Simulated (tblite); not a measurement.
Compound: C6H7PS.
Atom-mapped SMILES: `[cH:1]1[p:2][c:3]([CH:4]2[CH2:5][CH2:6]2)[cH:7][s:8]1` (hydrogens: H9 on C1; H10 on C4; H11, H12 on C5; H13, H14 on C6; H15 on C7)

Computed with GFN2-xTB (tblite), gas phase: Langevin dynamics at 300 K from the optimised GFN2-xTB geometry, time step 0.5 fs, friction 0.01 fs⁻¹, 2000 steps. The instantaneous temperature is 2·E(kin)/(3Nk) with all 3N coordinates.

| t (fs) | T (K) | E(pot) above start (eV) | C1–P2 (Å) | P2–C3 (Å) | C3–C4 (Å) | C4–C5 (Å) | C5–C6 (Å) | C1–H9 (Å) | P2–C3–C4–C5 (°) |
| --- | --- | --- | --- | --- | --- | --- | --- | --- | --- |
| 0 | 239 | 0.000 | 1.701 | 1.787 | 1.473 | 1.505 | 1.491 | 1.076 | 36 |
| 25 | 106 | 0.475 | 1.670 | 1.784 | 1.471 | 1.533 | 1.472 | 1.039 | 36 |
| 50 | 160 | 0.355 | 1.742 | 1.795 | 1.497 | 1.487 | 1.487 | 1.086 | 33 |
| 75 | 209 | 0.266 | 1.736 | 1.772 | 1.499 | 1.475 | 1.490 | 1.086 | 35 |
| 100 | 191 | 0.263 | 1.659 | 1.845 | 1.501 | 1.485 | 1.523 | 1.054 | 32 |
| 125 | 140 | 0.370 | 1.657 | 1.760 | 1.499 | 1.508 | 1.497 | 1.101 | 33 |
| 150 | 232 | 0.239 | 1.683 | 1.815 | 1.457 | 1.491 | 1.473 | 1.091 | 28 |
| 175 | 154 | 0.337 | 1.729 | 1.789 | 1.460 | 1.506 | 1.498 | 1.055 | 26 |
| 200 | 158 | 0.305 | 1.732 | 1.788 | 1.493 | 1.543 | 1.518 | 1.077 | 26 |
| 225 | 279 | 0.306 | 1.685 | 1.743 | 1.475 | 1.513 | 1.572 | 1.082 | 32 |
| 250 | 248 | 0.337 | 1.705 | 1.797 | 1.485 | 1.532 | 1.547 | 1.060 | 34 |
| 275 | 251 | 0.441 | 1.742 | 1.789 | 1.454 | 1.512 | 1.475 | 1.051 | 24 |
| 300 | 227 | 0.468 | 1.660 | 1.792 | 1.455 | 1.524 | 1.457 | 1.109 | 32 |
| 325 | 339 | 0.403 | 1.705 | 1.795 | 1.476 | 1.478 | 1.491 | 1.094 | 33 |
| 350 | 392 | 0.442 | 1.754 | 1.849 | 1.466 | 1.475 | 1.497 | 1.058 | 20 |
| 375 | 216 | 0.507 | 1.713 | 1.774 | 1.437 | 1.513 | 1.501 | 1.092 | 24 |
| 400 | 363 | 0.515 | 1.688 | 1.827 | 1.447 | 1.579 | 1.526 | 1.099 | 26 |
| 425 | 232 | 0.539 | 1.688 | 1.795 | 1.462 | 1.549 | 1.554 | 1.041 | 9 |
| 450 | 222 | 0.458 | 1.706 | 1.807 | 1.457 | 1.561 | 1.555 | 1.084 | 13 |
| 475 | 186 | 0.444 | 1.683 | 1.736 | 1.457 | 1.545 | 1.519 | 1.122 | 20 |
| 500 | 290 | 0.549 | 1.699 | 1.813 | 1.491 | 1.546 | 1.553 | 1.045 | 15 |
| 525 | 294 | 0.465 | 1.707 | 1.766 | 1.489 | 1.529 | 1.529 | 1.070 | 22 |
| 550 | 269 | 0.656 | 1.713 | 1.818 | 1.467 | 1.525 | 1.480 | 1.109 | 20 |
| 575 | 314 | 0.558 | 1.717 | 1.775 | 1.416 | 1.482 | 1.492 | 1.054 | 12 |
| 600 | 284 | 0.454 | 1.699 | 1.863 | 1.466 | 1.509 | 1.458 | 1.072 | 28 |
| 625 | 272 | 0.515 | 1.700 | 1.800 | 1.474 | 1.493 | 1.464 | 1.114 | 18 |
| 650 | 300 | 0.409 | 1.692 | 1.778 | 1.486 | 1.479 | 1.548 | 1.103 | 29 |
| 675 | 382 | 0.348 | 1.740 | 1.807 | 1.492 | 1.495 | 1.526 | 1.040 | 31 |
| 700 | 271 | 0.566 | 1.734 | 1.791 | 1.512 | 1.537 | 1.458 | 1.102 | 35 |
| 725 | 354 | 0.363 | 1.649 | 1.765 | 1.500 | 1.515 | 1.499 | 1.064 | 31 |
| 750 | 320 | 0.472 | 1.713 | 1.803 | 1.511 | 1.513 | 1.513 | 1.060 | 37 |
| 775 | 283 | 0.552 | 1.663 | 1.741 | 1.466 | 1.464 | 1.526 | 1.105 | 43 |
| 800 | 332 | 0.431 | 1.687 | 1.799 | 1.519 | 1.510 | 1.457 | 1.081 | 48 |
| 825 | 153 | 0.719 | 1.723 | 1.781 | 1.493 | 1.477 | 1.424 | 1.072 | 52 |
| 850 | 283 | 0.550 | 1.730 | 1.811 | 1.466 | 1.428 | 1.452 | 1.075 | 42 |
| 875 | 264 | 0.575 | 1.737 | 1.749 | 1.464 | 1.466 | 1.473 | 1.066 | 41 |
| 900 | 394 | 0.341 | 1.680 | 1.801 | 1.495 | 1.516 | 1.482 | 1.116 | 47 |
| 925 | 273 | 0.574 | 1.662 | 1.816 | 1.464 | 1.475 | 1.520 | 1.042 | 54 |
| 950 | 301 | 0.467 | 1.708 | 1.830 | 1.473 | 1.527 | 1.510 | 1.082 | 49 |
| 975 | 246 | 0.411 | 1.696 | 1.806 | 1.490 | 1.532 | 1.474 | 1.092 | 44 |
| 1000 | 193 | 0.649 | 1.701 | 1.786 | 1.424 | 1.477 | 1.513 | 1.078 | 44 |

Question: From 500 fs on, how do temperature and potential energy compare with equipartition?

Answer: The mean temperature of these 21 frames is 289 K against the target 300 K, and the mean potential energy 0.51 eV against 39 × kT/2 = 0.50 eV for 39 classical harmonic modes. For 15 atoms in a canonical ensemble the temperature itself scatters by T·√(2/(3N)) = 63 K; here its standard deviation is 53 K. The whole run lasts only 10 friction times of 100 fs, so these averages carry a wide statistical error.

Question: What are the kinetic and total energies of the listed frame with the highest potential energy?

Answer: The one at 825 fs, 0.719 eV above the start. Its kinetic energy is 3NkT/2 = 0.297 eV at 153 K, so the sum is 1.02 eV; over the listed frames the sum runs from 0.46 to 1.22 eV, since the thermostat adds and removes energy.

Question: How much do the listed bonds fluctuate from 500 fs on?

Answer: 
```
 bond  at the start (Å)  mean (Å)  standard deviation (Å)
C1–P2             1.701     1.702                   0.024
P2–C3             1.787     1.795                   0.027
C3–C4             1.473     1.479                   0.025
C4–C5             1.505     1.500                   0.029
C5–C6             1.491     1.493                   0.034
C1–H9             1.076     1.078                   0.023
```

The motion is classical and holds no zero-point motion.

The cost below is that of the whole dynamics run. Time: 15 s of wall time; peak memory 0.18 GiB. Hardware: one thread, Arm Neoverse V1 (aarch64), shared host with 32 logical CPUs at a one-minute load of 6.7.
